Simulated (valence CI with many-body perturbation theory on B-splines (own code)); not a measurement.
**Ta2+: electric-dipole lines**

Computed by configuration interaction combined with many-body perturbation theory (CI+MBPT): three valence electrons over a frozen Dirac-Fock core [Xe] 4f14, radial functions for each j: 7 s, 7 p, 8 d, 6 f, 4 g, 1 h, with the one-electron correlation potential Σ1, the two-electron term Σ2, the three-electron term Σ3, Breit, model QED; selected CI, second order for the rest, scaled by the run's own slope (own B-spline code, finite nucleus).

No measured levels were compared; by estimate terms of the open shell hold to 2 to 4 % of their energy, and close levels can change places; different configurations can be misplaced against each other by 1,000 to 8,000 cm⁻¹.

Lines 101 to 150 of 567 in falling wavelength, among levels below 134935 cm⁻¹, chosen from the strongest by gf and those to the six lowest levels. Wavelengths and rates use the calculated energies, so an error of 2000 cm⁻¹ moves a line at 581.0 nm by 12 % and its rate by three times that or more. Electric multipoles are in the length gauge, E1 and E2 with the static RPA response of the core. Weak lines are less certain than strong ones. Lines between different terms over intervals too small for the method are left out, as are lines whose strength nearly cancels. Where a level lies close to another of its J and parity, the split of strength between their lines is uncertain. The highest levels of a list are the least certain.

Names give the largest LS component (configuration and term), which can be under half, so a name can repeat, a term be missing and a line seem to break the LS rules; names also repeat where a configuration has a term twice. Letters in brackets count levels of one name in rising energy.

```
λ vac (nm)               Upper               Lower   A (s⁻¹)  S (a.u.)
     581.0      5d2 7p 4F°_7/2       5d2 7s 2F_5/2  3.15e+07  2.44e+01
     580.1      5d2 7p 4G°_9/2       5d2 7s 4F_7/2  6.14e+07  5.91e+01
     579.9      5d2 7p 4G°_7/2       5d2 7s 4F_5/2  9.63e+07  7.42e+01
     579.3     5d2 7p 4G°_11/2       5d2 7s 4F_9/2  6.63e+07  7.64e+01
     577.4      5d2 5f 4D°_5/2   5d2 6d 2F_5/2 [a]  3.08e+07  1.75e+01
     576.3  5d2 5f 4G°_7/2 [a]       5d2 6d 4D_5/2  3.11e+07  2.35e+01
     575.7      5d2 5f 4I°_9/2       5d2 6d 4H_7/2  1.01e+08  9.54e+01
     574.7      5d2 7p 2F°_7/2       5d2 7s 4F_9/2  1.32e+07  9.87e+00
     574.1      5d2 5f 4H°_9/2       5d2 7s 4F_7/2  4.13e+07  3.86e+01
     573.0      5d2 5f 4H°_7/2       5d2 6d 4G_5/2  7.40e+07  5.49e+01
     572.0      5d2 7p 4D°_5/2       5d2 7s 4F_7/2  2.54e+07  1.41e+01
     570.9      5d2 7p 2D°_5/2       5d2 7s 2F_7/2  4.36e+07  2.40e+01
     568.5      5d2 5f 2G°_9/2   5d2 6d 2F_7/2 [a]  7.23e+07  6.56e+01
     567.5  5d2 7p 4F°_5/2 [a]       5d2 7s 4F_3/2  4.82e+07  2.61e+01
     567.4      5d2 7p 4F°_7/2       5d2 7s 4F_7/2  4.73e+07  3.41e+01
     564.2     5d2 5f 4H°_11/2       5d2 7s 4F_9/2  3.79e+07  4.03e+01
     562.2      5d2 7p 4D°_3/2       5d2 7s 4F_3/2  8.06e+07  2.83e+01
     561.2      5d2 5f 4D°_3/2       5d2 7s 2F_5/2  2.92e+07  1.02e+01
     558.9      5d2 7p 4F°_9/2       5d2 6d 4G_7/2  1.41e+07  1.21e+01
     558.3      5d2 7p 2G°_9/2       5d2 7s 4F_9/2  3.74e+07  3.22e+01
     558.3      5d2 5f 4P°_1/2   5d2 6d 4P_3/2 [a]  5.23e+07  8.98e+00
     557.6  5d2 5f 4G°_7/2 [b]       5d2 6d 4D_5/2  1.26e+07  8.66e+00
     556.7      5d2 7p 4D°_1/2       5d2 7s 4F_3/2  1.10e+08  1.88e+01
     556.6     5d2 5f 2I°_11/2       5d2 6d 4G_9/2  1.20e+07  1.22e+01
     556.1  5d2 5f 4G°_7/2 [a]       5d2 7s 4F_9/2  1.51e+07  1.03e+01
     550.7      5d2 5f 2F°_5/2       5d2 6d 4D_5/2  6.46e+07  3.20e+01
     548.7  5d2 5f 4G°_7/2 [a]   5d2 6d 2F_7/2 [a]  1.57e+07  1.02e+01
     548.6      5d2 7p 4D°_7/2   5d2 6d 2F_5/2 [a]  1.20e+07  7.81e+00
     546.8      5d2 5f 4F°_5/2   5d2 6d 4P_3/2 [a]  1.76e+07  8.52e+00
     545.7      5d2 5f 4G°_9/2       5d2 6d 4G_9/2  1.63e+07  1.31e+01
     545.7  5d2 5f 4F°_3/2 [b]   5d2 6d 4P_3/2 [a]  4.18e+07  1.34e+01
     545.0      5d2 5f 4F°_5/2       5d2 7s 2F_7/2  1.99e+07  9.55e+00
     540.2      5d2 5f 2P°_1/2       5d2 6d 4D_1/2  8.88e+07  1.38e+01
     531.7  5d2 5f 4G°_7/2 [b]   5d2 6d 2F_7/2 [a]  3.95e+07  2.34e+01
     524.1      5d2 5f 4D°_3/2       5d2 6d 4D_1/2  2.37e+07  6.74e+00
     507.5  5d2 5f 4F°_3/2 [a]       5d2 6d 4D_1/2  4.08e+07  1.05e+01
     503.1      5d2 5f 4G°_5/2       5d2 6d 4G_5/2  6.84e+07  2.58e+01
     249.9  5d2 6p 2D°_5/2 [c]       5d2 6s 2P_3/2  7.11e+07  3.28e+00
     248.8  5d2 6p 4F°_9/2 [b]       5d2 6s 2G_9/2  6.17e+07  4.69e+00
     246.1  5d2 6p 4F°_9/2 [b]       5d2 6s 2G_7/2  5.57e+07  4.09e+00
     245.6      5d2 6p 4G°_5/2       5d2 6s 4F_5/2  7.99e+07  3.51e+00
     243.2  5d2 6p 2D°_3/2 [b]       5d2 6s 2P_1/2  1.27e+08  3.61e+00
     241.7      5d2 6p 4G°_5/2   5d2 6s 4F_3/2 [b]  4.10e+07  1.72e+00
     241.1  5d2 6p 2P°_3/2 [c]       5d2 6s 2P_3/2  1.35e+08  3.74e+00
     238.6  5d2 6p 2G°_7/2 [b]       5d2 6s 2G_7/2  8.04e+07  4.31e+00
     234.8  5d2 6p 2G°_9/2 [a]   5d2 6s 2F_7/2 [b]  1.73e+08  1.11e+01
     234.2      5d2 6p 4G°_5/2   5d2 6s 4F_3/2 [a]  1.58e+08  6.03e+00
     232.3      5d2 6p 4G°_7/2       5d2 6s 4F_7/2  7.69e+07  3.81e+00
     231.3       5d2 7s 2F_7/2  5d2 6p 2G°_9/2 [a]  1.51e+08  7.36e+00
     225.7  5d2 6p 2G°_9/2 [a]       5d2 6s 2G_9/2  9.17e+07  5.21e+00
```
